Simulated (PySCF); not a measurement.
## How methods differ on the excitation energy of Sn²⁺

Sn²⁺ [Kr] 4d10 5s2 (1S) → Sn²⁺ [Kr] 4d9 5s2 6s1 (3D), as a difference of total energies. Computed with PySCF 2.14 in x2c-TZVPPall with one added diffuse shell each of s, p, d, f type (9s7p5d3f, 76 functions), with the spin-free X2C one-electron Hamiltonian (Gaussian nucleus). Correlated levels: valence and next inner shell: [Ar] 3d10 frozen. The calculations carry no spin-orbit coupling.

```json
{"method": "UHF", "excitation energy (eV)": "37.302"}
{"method": "LDA", "excitation energy (eV)": "38.166"}
{"method": "PBE", "excitation energy (eV)": "37.858"}
{"method": "PBE0", "excitation energy (eV)": "38.022"}
{"method": "r2SCAN", "excitation energy (eV)": "38.350"}
{"method": "BLYP", "excitation energy (eV)": "37.684"}
{"method": "BHandHLYP", "excitation energy (eV)": "37.977"}
{"method": "MP2 (valence and next inner shell)", "excitation energy (eV)": "38.031"}
{"method": "SCS-MP2 (valence and next inner shell)", "excitation energy (eV)": "37.931"}
```

**Question.** How much does correlation contribute at MP2 (valence and next inner shell)?

**Answer.** 38.031 − (37.302) = 0.729 eV, measured against UHF.

A first-order spin-orbit estimate (lowest level to lowest level, LS coupling) adds -0.400 eV.

The upper state lies above the first ionisation limit, where it may autoionise and the basis confines it. A Rydberg-like electron needs more diffuse functions than a valence basis has.

The promoted electron is Rydberg-like, and one or two diffuse shells describe it only roughly, which tends to raise the upper state.
